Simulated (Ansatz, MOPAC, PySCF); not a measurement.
System: HS₂ (charge 0, doublet). SMILES: [S]S
Geometry from a B3LYP-D3(BJ)/def2-TZVP (Ansatz, a quantum-chemistry and plane-wave program) optimisation:
```
S
H 1 1.3565
S 1 1.9776 2 102.01
```
Charge 0, spin multiplicity 2.

Unscaled harmonic wavenumbers (cm⁻¹) in rising order, each level at the stationary point that it reaches from this structure (no distance between atoms moves by over 0.3 Å); the order of modes can differ between levels, and a negative number is imaginary. B3LYP-D3(BJ)/def2-TZVP (PySCF, at the structure above): 585, 916, 2544.

PM7 (MOPAC): 553, 779, 2518. Zero-point energy 5.5 against 5.8 kcal/mol; where all levels lie over 400 cm⁻¹, the wavenumbers are on average 0.929 times those of B3LYP-D3(BJ)/def2-TZVP.

B3LYP/6-31G* (Ansatz): 571, 921, 2563. Zero-point energy 5.8 against 5.8 kcal/mol; where all levels lie over 400 cm⁻¹, the wavenumbers are on average 0.997 times those of B3LYP-D3(BJ)/def2-TZVP.
